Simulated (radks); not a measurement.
Values are calculated unless marked as measured or tabulated.
Trend from Lu4+ to Hg4+: ionisation energy by Delta-SCF between NIST ground configurations, and size. Code: a radial shooting solver on a logarithmic mesh with Libxc functionals. Model: Dirac Kohn-Sham, LDA (Slater exchange, Perdew-Wang correlation), spin-unpolarised, spherical densities, finite nucleus; open shells fill j = l - 1/2 first; Fermi nuclear charge, rms radius of each element as measured or else 0.836 A^(1/3) + 0.57 fm.

species,configuration,configuration of the ion,IE (eV),NIST (eV),kind,-e(HOMO) (eV),outermost,<r> outermost (bohr)
Lu4+,[Xe] 4f13,[Xe] 4f12,68.717,66.8,semi-emp.,57.102 (4f7/2),5p3/2,1.35
Hf4+,[Xe] 4f14,[Xe] 4f13,69.144,68.37,semi-emp.,57.430 (4f7/2),5p3/2,1.33
Ta4+,[Xe] 4f14 5d1,[Xe] 4f14,48.405,48.27,semi-emp.,41.925 (5d3/2),5d3/2,1.71
W4+,[Xe] 4f14 5d2,[Xe] 4f14 5d1,50.975,51.6,semi-emp.,44.300 (5d3/2),5d3/2,1.64
Re4+,[Xe] 4f14 5d3,[Xe] 4f14 5d2,53.511,52,theory,46.642 (5d3/2),5d3/2,1.58
Os4+,[Xe] 4f14 5d4,[Xe] 4f14 5d3,56.021,55,theory,48.959 (5d3/2),5d3/2,1.52
Ir4+,[Xe] 4f14 5d5,[Xe] 4f14 5d4,56.920,57,theory,49.809 (5d5/2),5d5/2,1.50
Pt4+,[Xe] 4f14 5d6,[Xe] 4f14 5d5,59.342,56,theory,52.041 (5d5/2),5d5/2,1.45
Au4+,[Xe] 4f14 5d7,[Xe] 4f14 5d6,61.744,60,theory,54.254 (5d5/2),5d5/2,1.40
Hg4+,[Xe] 4f14 5d8,[Xe] 4f14 5d7,64.129,61.2,exp.,56.451 (5d5/2),5d5/2,1.36

Reference values: NIST Atomic Spectra Database (exp. = measured, semi-emp. = semi-empirical, theory = theoretical value adopted there). Spin polarisation and multiplet splitting are left out, so open shells lie too high by an amount that depends on their filling.

Beside tabulated values, note that spin-unpolarised runs miss the spin-polarisation part of the exchange energy of open shells.
